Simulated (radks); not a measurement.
Values are calculated unless marked as measured or tabulated.
All-electron atom: Ru14+ in [Ar] 3d10 4s1 6d1 (not the ground configuration).

Code: a radial shooting solver on a logarithmic mesh with Libxc functionals. Model: scalar-relativistic Kohn-Sham, PBE, spin-polarised, spherical densities, finite nucleus; open shells are filled with parallel spins first (spin-orbit coupling, left out, can overturn this in heavy ions); Fermi nuclear charge, rms radius 4.4809 fm.

Energy parts (eV):
| part | energy |
|---|---|
| total | -121184.300 |
| kinetic | 125382.872 |
| electron-nucleus | -282042.689 |
| Hartree | 38809.338 |
| exchange-correlation | -3333.821 |

Orbitals (lengths in bohr, moments of r in powers of bohr; <r^-3> diverges for s and p1/2; r(90%) holds 90 % of the orbital's charge):
orbital	occ.	eigenvalue (eV)	r(90%)	<r^-3>	<r^4>	<r^2>
1s up	1	-22284.42	0.0599	-	5.906e-06	0.001509
1s down	1	-22284.07	0.0599	-	5.907e-06	0.001509
2s up	1	-3493.339	0.225	-	0.001071	0.02496
2s down	1	-3493.006	0.225	-	0.001071	0.02496
2p up	3	-3165.350	0.206	3007	0.0007662	0.01964
2p down	3	-3165.033	0.206	3007	0.0007661	0.01964
3s up	1	-880.6083	0.587	-	0.05051	0.1819
3s down	1	-879.9719	0.587	-	0.05030	0.1816
3p up	3	-772.3826	0.598	528.1	0.05389	0.1836
3p down	3	-771.7098	0.598	528.8	0.05358	0.1832
3d up	5	-599.1676	0.594	72.08	0.05178	0.1675
3d down	5	-598.4905	0.592	72.22	0.05128	0.1669
4s up	1	-355.8889	1.25	-	1.069	0.8736
4s down	0	-352.1813	1.25	-	1.054	0.8677
6d up	1	-101.1330	3.83	3.744	99.23	8.635

The highest occupied level is 6d up at -101.13 eV. The configuration is held as typed, so some empty levels lie below it. Summed over all electrons, <r^2> = 12.82 bohr^2, which gives a Langevin (diamagnetic) susceptibility term of -10.2 x 10^-6 cm^3/mol. The spin density at the nucleus is 253.6 e/bohr^3 (1s 1.1, 2s 0.2, 3s -0.9, 4s 253.1). Spin moment in Bohr magnetons: 2.
